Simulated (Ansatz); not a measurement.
Cartesian coordinates (Å):
```xyz
10

C      1.6317    -0.0512    -1.0419
Si     0.9623     0.2251     0.4975
C     -0.8974     0.1039     0.9098
N     -1.7572    -0.2205    -0.0805
O     -1.2448     0.3231     2.0544
H      1.0396    -0.3197    -1.9102
H      2.6970     0.0295    -1.2287
H      1.7509     0.5904     1.6885
H     -1.4408    -0.3942    -1.0171
H     -2.7412    -0.2864     0.1282
```
Charge 0, spin multiplicity 1.

The numbers are results of frozen-core CCSD(T)/def2-TZVPP // PBE0-D3(BJ)/def2-TZVP (Ansatz, a first-principles code), not measurements. The restricted HF reference is unstable towards unrestricted orbitals.

```json
{
 "HF energy": "-496.93809 Ha",
 "MP2 correlation energy": "-0.87877 Ha"
}
```

Problem. Estimate the CCSD correlation energy, the (T) correction, the total energy and the T1 diagnostic.

Solution. 
CCSD correlation energy: -0.90708 Ha
(T) correction: -0.04273 Ha
CCSD(T) total energy: -497.88790 Ha
T1 diagnostic: 0.017
